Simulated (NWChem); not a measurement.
MoNHOCl$_{2}$; SMILES [NH]=[Mo](=[O])([Cl])[Cl]

Results from NWChem. All runs use the structure optimised with PBE0/def2-SVP. def2 effective core potentials on Mo; no spin-orbit coupling. Level PBE/def2-SVP: energy and gradient on several grids; changes count from the extra-fine grid, which is no exact limit either.

Question: Which is the coarsest grid (coarse; xcoarse; fine; xfine; medium) from which on the energy stays within 50 μHa and each gradient component within 100 μHa/bohr of xfine?

Answer: medium.
```
grid     size of the energy change (μHa)  largest change of a gradient component (μHa/bohr)
-------  -------------------------------  -------------------------------------------------
xcoarse                             2000                                               3000
coarse                                20                                                400
medium                              < 10                                                 40
fine                                < 10                                               < 30
xfine                               < 10                                               < 30
```
